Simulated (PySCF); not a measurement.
## Working out the ionisation energy of Ga²⁺

Ga²⁺ [Ar] 3d10 4s1 (2S) → Ga³⁺ [Ar] 3d10 (1S). All numbers are calculated (PySCF 2.14, scalar relativity through the core potential, in aug-cc-pwCVTZ-PP with ECP10MDF). Frozen: nothing. Energies in hartree (1 hartree = 27.21139 eV):

```
             part  Ga²⁺ (lower)  Ga³⁺ (upper)
              UHF   -257.409926   -256.321078
MP2 opposite-spin     -0.509212     -0.486749
    MP2 same-spin     -0.248675     -0.230669
```

Question: What does Hartree-Fock give?

Answer: (-256.321078) − (-257.409926) = 1.088848 hartree = 29.629 eV.

Question: What do MP2 and SCS-MP2 (6/5 opposite-spin, 1/3 same-spin) give?

Answer: The opposite-spin parts differ by 0.611 eV and the same-spin parts by 0.490 eV. MP2: 29.629 + (0.611) + (0.490) = 30.730 eV. SCS-MP2: 29.629 + 1.2 × (0.611) + (0.490)/3 = 30.526 eV.

Measured between the centres of the two terms (NIST): 30.726 eV, so MP2 (valence and next inner shell) is off by 0.004 eV.

What remains against the reference includes basis incompleteness and correlation beyond second order.
